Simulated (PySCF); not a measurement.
# Dy⁶⁰⁺ (dysprosium, charge +60): Hartree-Fock from Schrödinger to Dirac-Coulomb-Breit

Occupied: 1s1/2, 2s1/2, 2p1/2. Hartree-Fock calculated with PySCF 2.14 in an even-tempered Gaussian basis (16 s from 14 bohr⁻², ratio 2.7; 13 p from 16 bohr⁻², ratio 2.7), Gaussian nucleus throughout. NR is non-relativistic, sf-X2C the spin-free one-electron X2C Hamiltonian, X2C adds the bare one-electron spin-orbit term, X2C-SNSO screens it by Boettger's factors, DC is four-component Dirac-Coulomb, and the Gaunt and Breit terms are added at first order (total energies over the DC spinors, levels after relaxing the spinors in that mean field). QED terms are absent. Levels marked empty are virtual spinors of this ion.

```json
{"Hamiltonian": "X2C", "E (hartree)": "-6759.8663", "E − E(DC) (hartree)": "1.3832", "CPU seconds": "0.2"}
{"Hamiltonian": "X2C-SNSO", "E (hartree)": "-6758.2515", "E − E(DC) (hartree)": "2.9980", "CPU seconds": "0.2"}
{"Hamiltonian": "DC", "E (hartree)": "-6761.2495", "E − E(DC) (hartree)": "0.0000", "CPU seconds": "7.2"}
{"Hamiltonian": "DC+Gaunt", "E (hartree)": "-6754.1024", "E − E(DC) (hartree)": "7.1471", "CPU seconds": "15"}
{"Hamiltonian": "DC+Breit", "E (hartree)": "-6754.4708", "E − E(DC) (hartree)": "6.7787", "CPU seconds": "41"}
```

```tsv
level (eV)	X2C	X2C-SNSO	DC	DC+Gaunt	DC+Breit
1s1/2	-60182.2	-60183.9	-60229.2	-60085.7	-60090.4
2s1/2	-14388.9	-14389.4	-14395.5	-14380.8	-14382.1
2p1/2	-14186.1	-14164.4	-14170.4	-14139.9	-14143.4
2p3/2 (empty)	-12986.8	-12994.8	-12995.9	-12981.2	-12984.6
3s1/2 (empty)	-6009.0	-6009.1	-6010.7	-6006.5	-6007.1
```

Weight of the small component: 1s1/2 0.0610, 2s1/2 0.0145, 2p1/2 0.0145, 2p3/2 0.0134, 3s1/2 0.00603.

Koopmans' value for the highest occupied level at DC+Breit: 14143.4 eV, against an ionisation energy of 14144 ± 10 eV (theoretical estimate listed by NIST; NIST Atomic Spectra Database, ionization energies); the former lacks relaxation, correlation, QED and recoil.

The whole ladder took 65 s of wall time on 1 thread of Neoverse-V1 (shared host), launched as `OMP_NUM_THREADS=1 python relrun2.py TASK.json OUT` (a driver that calls PySCF for each Hamiltonian).
